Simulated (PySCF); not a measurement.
Cl (SMILES [Cl-]), charge -1, singlet. Base run: HF/def2-SVP (PySCF).

Geometry (Å):
```xyz
1

Cl     0.0000     0.0000     0.0000
```
Charge -1, spin multiplicity 1.
All else is at PySCF's defaults.

Variants of this job, named by their change:

| change | E (Eh) | HOMO (eV) | HOMO-LUMO gap (eV) |
|---|---|---|---|
| base | -459.37124 | -2.37 | 28.98 |
| functional = m06 | -460.06423 | 1.42 | 20.26 |
| functional = pbe; dispersion = d3bjm | -459.88294 | 2.79 | 17.43 |
| functional = pw91,pw91 | -460.05884 | 2.76 | 17.39 |
| functional = pbe0 | -459.92811 | 1.20 | 20.37 |
| functional = lc_wpbe | -459.95844 | -1.78 | 26.08 |
| functional = pbe | -459.88294 | 2.79 | 17.43 |
| functional = mn15 | -459.94620 | 0.61 | 22.12 |
| functional = lda,vwn | -458.57940 | 2.78 | 17.19 |
| functional = bhandhlyp | -460.08037 | -0.06 | 23.12 |
| functional = m062x | -460.06797 | -0.17 | 22.71 |
| functional = bp86 | -460.12158 | 2.69 | 17.32 |
| functional = scan | -460.11143 | 2.25 | 18.81 |

Total energies compare only within one method and basis.
